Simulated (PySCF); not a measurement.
ClIn, SMILES [Cl][In] (connectivity only; charge and spin as stated), charge +1, multiplicity 2.

The structure is a stationary point at B3LYP-D3(BJ)/def2-TZVP. The spin state was assumed, not searched. The def2 effective core potentials stand for the cores of In; spin–orbit coupling is left out.

Method: C-PCM-M06-2X/def2-TZVPD (PySCF).

The values are the electrostatic part of the solvation free energy, E(continuum) − E(gas) at the gas-phase geometry, in a cavity of scaled van der Waals radii (PySCF's table); cavitation and dispersion terms are not included. A continuum can't describe solvent molecules that bind to the metal.

```json
[
 {"solvent": "water", "ε": "78.36", "ΔG(elec) (kcal/mol)": "-75.3"},
 {"solvent": "N,N-dimethylformamide", "ε": "37.22", "ΔG(elec) (kcal/mol)": "-74.1"},
 {"solvent": "ethanol", "ε": "24.85", "ΔG(elec) (kcal/mol)": "___"}
]
```

**Question.** Complete the blanks. (The exact figures need the calculation; the answer reports its results.)

**Answer.** 
- ethanol, ΔG(elec) (kcal/mol): -73.1
